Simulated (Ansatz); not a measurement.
AlNH₄F₂, closed shell: a nudged elastic band.

in.yaml

```yaml
crystal:
  periodic: [false, false, false]
  atoms:
    - {symbol: Al, position_ang: [-0.827788, -0.615881, -0.135790]}
    - {symbol: H, position_ang: [-1.795933, 0.062661, -1.183851]}
    - {symbol: F, position_ang: [0.031851, -1.957371, -0.630572]}
    - {symbol: F, position_ang: [-1.302079, -0.625723, 1.463691]}
    - {symbol: H, position_ang: [0.715188, 1.467096, -0.492387]}
    - {symbol: N, position_ang: [0.756751, 0.631089, 0.080826]}
    - {symbol: H, position_ang: [1.604332, 0.123585, -0.156482]}
    - {symbol: H, position_ang: [0.817677, 0.914544, 1.054563]}
basis:
  gaussian: {orbitals: def2-SVP}
hamiltonian: {xc: pbe0, dispersion: d4}
neb:
  images: 5
  climbing: true
  max_iterations: 30
  initial_path: idpp
  climb: true
  final_atoms:
    - {symbol: Al, position_ang: [-0.223907, -0.633937, 0.261691]}
    - {symbol: H, position_ang: [-1.571890, 0.395888, -1.262787]}
    - {symbol: F, position_ang: [-0.175837, -1.863442, -0.828592]}
    - {symbol: F, position_ang: [-1.519588, -0.524187, 1.267597]}
    - {symbol: H, position_ang: [-0.995727, 0.880072, -1.200087]}
    - {symbol: N, position_ang: [1.178803, 0.385167, 0.509961]}
    - {symbol: H, position_ang: [2.047443, 0.288456, 0.011645]}
    - {symbol: H, position_ang: [1.260703, 1.071982, 1.240571]}
```

Command:

```bash
ansatz run in.yaml --threads 2 --pin off --events-out ev --progress --plain --max-ram 4352MiB
```

The run's output (Ansatz 0.2.0):

```
Error: YAML parse error: error: line 20 column 3: unknown field `climb`, expected one of images, spring, climbing, order_check, relax_end_points, f_tol, exx_force_gate, max_iterations, max_displacement, density_extrapolation, optimiser, initial_path, freeze_fraction, magnetization_jump, magnetization_bend, levels_near_fermi, parallel_images, constraints, final_atoms
  --> <input>:20:3
   |
18 |   max_iterations: 30
19 |   initial_path: idpp
20 |   climb: true
   |   ^ unknown field `climb`, expected one of images, spring, climbing, order_check, relax_end_points, f_tol, exx_force_gate, max_iterations, max_displacement, density_extrapolation, optimiser, initial_path, freeze_fraction, magnetization_jump, magnetization_bend, levels_near_fermi, parallel_images, constraints, final_atoms
21 |   final_atoms:
22 |     - {symbol: Al, position_ang: [-0.223907, -0.633937, 0.261691]}
   |
```

Hardware: 2 CPU threads of an Arm Neoverse V1, shared host. Wall time about 0.05 s.


The program refused the input. The block holds a key that the program does not know.